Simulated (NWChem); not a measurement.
CH5ClFNSi; SMILES C[Si](N)(F)Cl

```xyz
10

C      1.3482     1.1469     0.9094
Si    -0.0403     0.3418    -0.0304
N     -1.5690     0.7408     0.6239
F      0.1182     0.7383    -1.5917
Cl     0.0986    -1.7269     0.0252
H      1.3529     0.8169     1.9528
H      1.2436     2.2386     0.8947
H      2.3162     0.8988     0.4624
H     -2.3884     0.1968     0.3817
H     -1.8057     1.7089     0.8073
```
Atoms are numbered in this order, from 1.

Computed with NWChem. Medium grid unless said otherwise, to which SCAN and Minnesota functionals are sensitive. Coordinates come from a B3LYP/6-31G* (spherical d) optimisation. Hybrids' shares of exact exchange are those that their runs print; pure functionals count as 0. The functionals differ in more than this share.

```
row                                   share of exact exchange  highest occupied level (eV)
------------------------------------  -----------------------  ---------------------------
PBE/def2-SVP                                             0.00                        -6.30
LDA (Slater exchange, VWN5)/def2-SVP                     0.00                        -6.43
TPSSh/def2-SVP                                           0.10                        -7.08
B3LYP/def2-SVP                                           0.20                     withheld
M06-2X/def2-SVP                                          0.54                        -9.42
Hartree-Fock/def2-SVP                                    1.00                       -11.82
```

Task: Fit a straight line of the last column on the one before it, predict the withheld value, and compare with the run.

Result: 
1. Means of the 5 shown rows: x = 0.328, y = -8.210. Slope Σ(x − x̄)(y − ȳ)/Σ(x − x̄)² = -4.150/0.7637 = -5.435; intercept -6.427.
2. The shown rows scatter about the line by 0.082 (root mean square); the largest residual is +0.13, at PBE/def2-SVP.
3. At x = 0.20 (B3LYP/def2-SVP; inside the shown range) the line gives -7.51.
4. The run gives -7.59, -0.08 from the line, 1.0 times the scatter.
